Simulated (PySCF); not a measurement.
C₆H₉S (doublet state).
SMILES with atom numbers: `[CH:1]#[C:2][C@H:3]([CH:4][CH3:5])[CH2:6][SH:7]` (hydrogens: H8 on C1; H9 on C3; H10 on C4; H11, H12, H13 on C5; H14, H15 on C6; H16 on S7)

Structure used (GFN2-xTB), in Å, numbered top down from 1:
```
atom  x, y, z in Å
C1     0.690    2.965   -0.021
C2     0.514    1.781   -0.044
C3     0.279    0.344   -0.043
C4    -1.080    0.052    0.471
C5    -1.910   -1.028   -0.093
C6     1.396   -0.301    0.820
S7     1.377   -2.120    0.759
H8     0.842    4.003   -0.016
H9     0.382   -0.033   -1.069
H10   -1.387    0.539    1.381
H11   -1.760   -1.123   -1.169
H12   -1.651   -1.998    0.354
H13   -2.966   -0.853    0.107
H14    1.255   -0.046    1.869
H15    2.378    0.044    0.494
H16    1.633   -2.219   -0.545
```

The hyperfine couplings belong to this conformer and change with its torsions.

Computed with UKS B3LYP, pcH-1 on C H S, non-relativistic, mean-field spin-orbit, GIAO in PySCF. The structure is a single GFN2-xTB conformer in the gas phase; no vibrational or solvent corrections. A GFN2-xTB geometry isn't a minimum of the functional, and hyperfine couplings can be far from their values at a DFT geometry. The SCF solution wasn't tested for stability.

(1) Where do the isotropic ENDOR lines of C4, C6, C2, C5, C3, C1, H11/H12/H13, H10, H15 and H9 fall at 340.2 mT, to first order?

(2) Which pairs are centred on the nuclear Larmor frequency, and which on half the coupling?

(3) At what field would the lower line of C4 fall to zero frequency?

Results:

(1) For S = 1/2 in fast tumbling each set of equivalent nuclei gives two lines, ν± = |νn ± a/2| to first order, with νn = g_N μN B/h and μN/h = 7.62259 MHz/T.

```tsv
nuclei	isotope	g_N	νn (MHz)	a_iso (MHz)	lower line (MHz)	upper line (MHz)
C4	13C	1.4048	3.64	101.39	47.05	54.34
C6	13C	1.4048	3.64	81.43	37.07	44.36
C2	13C	1.4048	3.64	42.75	17.73	25.02
C5	13C	1.4048	3.64	-34.19	13.45	20.74
C3	13C	1.4048	3.64	-31.26	11.99	19.27
C1	13C	1.4048	3.64	3.64	1.82	5.47
H11/H12/H13	1H	5.5857	14.48	81.54	26.29	55.26
H10	1H	5.5857	14.48	-62.54	16.78	45.75
H15	1H	5.5857	14.48	18.17	5.40	23.57
H9	1H	5.5857	14.48	11.03	8.97	20.00
```

The rows for 13C, of low natural abundance, apply to labelled samples.

(2) Centred on νn, since |a| < 2νn: C1, H15 and H9. Centred on |a|/2 and split by 2νn: C4, C6, C2, C5, C3, H11/H12/H13 and H10.

(3) Where νn = |a|/2, that is B = 50.70 MHz/(1.4048 × 7.62259 MHz/T) = 4730 mT, as far as first order holds there.

Couplings of abundant isotopes left out: H14 (-2.5 MHz) and H16 (1.1 MHz).

Class means assume fast exchange of nuclei equivalent by connectivity; if that motion is slow, each nucleus keeps its own coupling. The three 1H nuclei of mean +81.5 MHz run from 39.6 to 165.1 MHz in the frozen geometry.

Largest spin populations (Mulliken): C4 (+1.02), C5 (-0.09), C3 (-0.07) and H12 (+0.07). No atom but C4 exceeds +0.15. The positive populations add up to 1.21 and the negative ones to -0.21, together 2S = 1. The angles at C4 add up to 359.2°, so it is planar; its axial dipolar tensor and the negative coupling of its proton fit spin in a p orbital normal to that plane.
